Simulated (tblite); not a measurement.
C2H7PS2Si.
Atom-mapped SMILES: `[PH2:1][SiH:2]1[S:3][CH2:4][CH2:5][S:6]1` (hydrogens: H7, H8 on P1; H9 on Si2; H10, H11 on C4; H12, H13 on C5)

Computed with GFN2-xTB (tblite), gas phase: Langevin dynamics at 300 K from the optimised GFN2-xTB geometry, time step 0.5 fs, friction 0.01 fs⁻¹, 2000 steps.

Start geometry:
```
atom  x, y, z in Å
P1      2.912    0.638    0.087
Si2     1.044   -0.326   -0.675
S3     -0.366    1.151   -1.351
C4     -1.804    0.308   -0.617
C5     -1.511   -0.111    0.803
S6     -0.111   -1.280    0.876
H7      3.593   -0.566    0.142
H8      3.376    0.931   -1.184
H9      1.163   -1.334   -1.732
H10    -2.627    1.022   -0.646
H11    -2.050   -0.552   -1.240
H12    -2.363   -0.633    1.237
H13    -1.260    0.751    1.422
```

The statistics below take the 31 frames saved every 25 fs from 250 to 1000 fs; their kinetic temperature (all 3N coordinates) averages 363 K.

**Question.** How do the bond lengths spread?

**Answer.** 
```csv
bond,start (Å),mean (Å),standard deviation (Å),shortest (Å),longest (Å)
P1–Si2,2.236,2.252,0.033,2.206,2.315
Si2–S3,2.151,2.163,0.043,2.081,2.246
S3–C4,1.823,1.834,0.058,1.743,1.955
C4–C5,1.509,1.519,0.048,1.435,1.599
C5–S6,1.825,1.836,0.031,1.792,1.894
Si2–S6,2.157,2.166,0.047,2.074,2.252
P1–H7,1.384,1.395,0.044,1.311,1.482
P1–H8,1.384,1.400,0.054,1.305,1.550
Si2–H9,1.466,1.474,0.040,1.406,1.563
C4–H10,1.090,1.097,0.051,1.007,1.215
C4–H11,1.090,1.098,0.044,1.018,1.194
C5–H12,1.090,1.092,0.022,1.057,1.144
C5–H13,1.090,1.096,0.034,1.038,1.174
```

**Question.** Give the same statistics for bond angles, one of each kind among heavy atoms.

**Answer.** 
```json
{"angle": "P1–Si2–S3", "start (°)": "111.0", "mean (°)": "111.8", "standard deviation (°)": "3.9", "smallest (°)": "103.3", "largest (°)": "120.1"}
{"angle": "P1–Si2–S6", "start (°)": "113.2", "mean (°)": "113.4", "standard deviation (°)": "5.9", "smallest (°)": "102.5", "largest (°)": "124.6"}
{"angle": "S3–Si2–S6", "start (°)": "100.3", "mean (°)": "99.7", "standard deviation (°)": "2.3", "smallest (°)": "95.0", "largest (°)": "105.8"}
{"angle": "Si2–S3–C4", "start (°)": "94.2", "mean (°)": "94.7", "standard deviation (°)": "2.5", "smallest (°)": "90.1", "largest (°)": "99.3"}
{"angle": "S3–C4–C5", "start (°)": "110.7", "mean (°)": "110.8", "standard deviation (°)": "3.4", "smallest (°)": "104.5", "largest (°)": "118.3"}
{"angle": "Si2–S6–C5", "start (°)": "95.6", "mean (°)": "95.6", "standard deviation (°)": "3.2", "smallest (°)": "89.9", "largest (°)": "100.8"}
```

**Question.** How far does each atom move about its mean position (frames aligned on the start, all atoms weighted alike), and what rms force does it feel?

**Answer.** 
| atom | rms displacement (Å) | rms force (eV/Å) |
| --- | --- | --- |
| P1 | 0.46 | 1.42 |
| Si2 | 0.22 | 1.21 |
| S3 | 0.27 | 1.17 |
| C4 | 0.10 | 2.18 |
| C5 | 0.11 | 2.01 |
| S6 | 0.25 | 0.92 |
| H7 | 0.98 | 0.92 |
| H8 | 0.99 | 1.01 |
| H9 | 0.30 | 0.68 |
| H10 | 0.20 | 1.65 |
| H11 | 0.19 | 1.39 |
| H12 | 0.28 | 0.85 |
| H13 | 0.29 | 1.08 |

The displacements run from 0.10 to 0.99 Å.

The run is classical and short, so these are rough statistics of one trajectory.

What follows is the cost of the whole dynamics run. The run took 20 s wall on Intel Xeon Platinum 8488C, one thread, shared host with 192 logical CPUs at a one-minute load of 112, and the process peaked at 0.19 GiB of memory.
